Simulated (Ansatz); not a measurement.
An input meant for the cluster GeSe2 (charge 0, singlet).

```yaml
crystal:
  periodic: [false, false, false]
  atoms:
    - {symbol: Ge, position_ang: [0.222673, -0.622095, -1.166977]}
    - {symbol: Se, position_ang: [0.687283, 1.175455, 0.275305]}
    - {symbol: Se, position_ang: [-0.909956, -0.553360, 0.891671]}
basis:
  gaussian: {orbitals: def2-TZVP, nuclear_model: gaussian}
magnetization: {spin_polarized: true, initial_magnetization: 1}
hamiltonian: {xc: {name: B97M-V}}
output: {forces: true}
```

```sh
$ ansatz run in.yaml --threads 4 --pin off --events-out ev --progress --plain --max-ram 3916MiB
```

Q: Predict how Ansatz answers.

A: The input was rejected before any iteration. The number of unpaired electrons doesn't fit the electron count.
```
Error: a molecule whose nuclei and cores have a total charge of 100 cannot have a net charge of 0 together with 1 unpaired electrons
```
